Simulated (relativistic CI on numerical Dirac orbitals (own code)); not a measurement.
**Rh4+: 4s photoemission**

Computed with this model: Dirac-Coulomb-Breit CI, KLI orbitals optimised for each configuration, model QED (radiative potential, 1s self-energy scaled to tabulated hydrogen-like ionisation energies), multiplet model of photoemission in the sudden approximation, unscaled Slater integrals; configurations [Kr] 4d5 → [Ar] 3d10 4s 4p6 4d5; 300 K; Lorentzian 2 eV and Gaussian 0.6 eV FWHM. Energies are those of the free ion, without screening or charge transfer. The energies are binding energies and can lie tens of eV above those of solids. Without intra-shell correlation the exchange splitting of an s hole comes out too large, often by half or more. S is read from ⟨S²⟩ = S(S + 1).

Field parameters in Wybourne normalisation: D3d B²₀ = −7Dσ, B⁴₀ = −14Dq − 21Dτ, B⁴₃ = −14√(10/7) Dq. The field is a parameter set, without covalency.

Computed curve for free ion, scaled to 100 at the maximum (points under 2 are left out and the grid is thinned):

(Energy (eV), Intensity): (138.8, 2.1), (139.4, 2.5), (140.2, 3.1), (140.8, 3.8), (141.4, 4.7), (142.2, 6.6), (142.8, 8.9), (143.6, 14.4), (144.2, 22.4), (144.8, 38.0), (145.6, 78.9), (146.2, 100.0), (146.8, 76.6), (147.6, 36.8), (148.2, 22.1), (148.8, 14.5), (149.6, 9.4), (150.2, 7.3), (150.8, 6.1), (151.6, 5.2), (152.2, 4.9), (153.0, 5.0), (153.6, 5.2), (154.2, 5.7), (155.0, 7.3), (155.6, 9.6), (156.2, 13.8), (157.0, 26.0), (157.6, 45.4), (158.2, 68.1), (159.0, 57.0), (159.6, 33.6), (160.2, 19.7), (161.0, 11.0), (161.6, 7.7), (162.4, 5.1), (163.0, 3.9), (163.6, 3.1), (164.4, 2.4), (165.0, 2.0)

The ground state has S = 2.49, and the centroid lies at 151.29 eV.
